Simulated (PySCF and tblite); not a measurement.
The numbers below are computed, except where a source is named.
Stationary points of C$_{4}$H$_{13}$BOSi at GFN2-xTB, in Å:

Structure A

```
 1 B    -1.375   -1.178   -0.502
 2 O    -1.338    0.221    0.344
 3 C    -2.541    0.938    0.471
 4 C    -0.238    0.834    0.988
 5 Si    1.453   -0.064    0.816
 6 C     1.955   -0.120   -0.994
 7 C     3.116   -0.589   -1.427
 8 H    -1.644   -0.864   -1.619
 9 H    -2.210   -1.839    0.027
10 H    -0.280   -1.629   -0.389
11 H    -2.445    1.938    0.030
12 H    -2.818    1.043    1.528
13 H    -3.313    0.382   -0.054
14 H    -0.469    0.935    2.058
15 H    -0.133    1.857    0.598
16 H     1.442   -1.342    1.524
17 H     2.362    0.841    1.550
18 H     1.236    0.223   -1.728
19 H     3.373   -0.629   -2.474
20 H     3.866   -0.958   -0.746
```

Structure B

```
 1 B    -1.365   -0.922   -0.581
 2 O    -1.348    0.014    0.765
 3 C    -2.612    0.613    0.974
 4 C    -0.298    0.979    0.740
 5 Si    1.425    0.133    0.838
 6 C     2.124   -0.150   -0.884
 7 C     3.223   -0.846   -1.137
 8 H    -1.543   -0.188   -1.505
 9 H    -2.252   -1.689   -0.400
10 H    -0.293   -1.443   -0.589
11 H    -2.866    1.303    0.162
12 H    -2.610    1.155    1.925
13 H    -3.351   -0.184    1.006
14 H    -0.425    1.628    1.613
15 H    -0.394    1.611   -0.150
16 H     1.300   -1.062    1.671
17 H     2.278    1.113    1.542
18 H     1.576    0.261   -1.723
19 H     3.591   -1.006   -2.138
20 H     3.804   -1.292   -0.346
```

Structure C

```
 1 B    -1.597   -1.260   -0.003
 2 O    -1.102    0.303    0.078
 3 C    -2.215    1.175    0.085
 4 C    -0.231    0.539    1.184
 5 Si    1.470   -0.323    0.926
 6 C     1.857   -0.265   -0.912
 7 C     3.057   -0.034   -1.425
 8 H    -2.224   -1.317   -1.009
 9 H    -2.243   -1.463    0.980
10 H    -0.591   -1.893   -0.041
11 H    -1.869    2.213    0.030
12 H    -2.823    1.038    0.985
13 H    -2.819    0.942   -0.790
14 H    -0.709    0.210    2.113
15 H    -0.080    1.621    1.263
16 H     1.496   -1.662    1.509
17 H     2.426    0.512    1.677
18 H     1.036   -0.462   -1.591
19 H     3.242   -0.025   -2.488
20 H     3.913    0.161   -0.799
```

Level: PBE/pcSseg-1 + D3(BJ) on GFN2-xTB stationary points, with GFN2-xTB thermal terms.

Q: Which structure is a saddle point, and along which motion?

A: A: one imaginary mode (241i cm⁻¹ at GFN2-xTB, mostly on O2, B1), along the pyramidal inversion at O2.

Q: Give their symmetry and energies above the lowest.

A: A C1, 4.2 kcal/mol; B C1, 1.3 kcal/mol; C C1, 0.0 kcal/mol.
